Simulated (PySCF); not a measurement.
# Working out the ionisation energy of Zn

Zn [Ar] 3d10 4s2 (1S) → Zn+ [Ar] 3d10 4s1 (2S). Computed with PySCF 2.14 in 6-31G* (5s4p2d1f, 34 functions), with no relativity, point nucleus. Frozen: [Ar]. Energies in hartree (1 hartree = 27.21139 eV):

```csv
part,Zn (lower),Zn+ (upper)
UHF,-1777.481098,-1777.209131
CCSD correlation,-0.233468,-0.195072
(T),-0.006892,-0.005489
```

Problem. What does Hartree-Fock give?

Solution. (-1777.209131) − (-1777.481098) = 0.271967 hartree = 7.401 eV.

Problem. What do CCSD and CCSD(T) give?

Solution. The CCSD correlation energies differ by 0.038396 hartree = 1.045 eV and the triples by 0.001403 hartree = 0.038 eV, so CCSD gives 8.446 eV and CCSD(T) 8.484 eV.

Measured between the centres of the two terms (NIST): 9.394 eV, so CCSD(T) (valence) is off by -0.910 eV.

The calculation is non-relativistic.

What remains against the reference includes basis incompleteness, the frozen core and higher excitations.
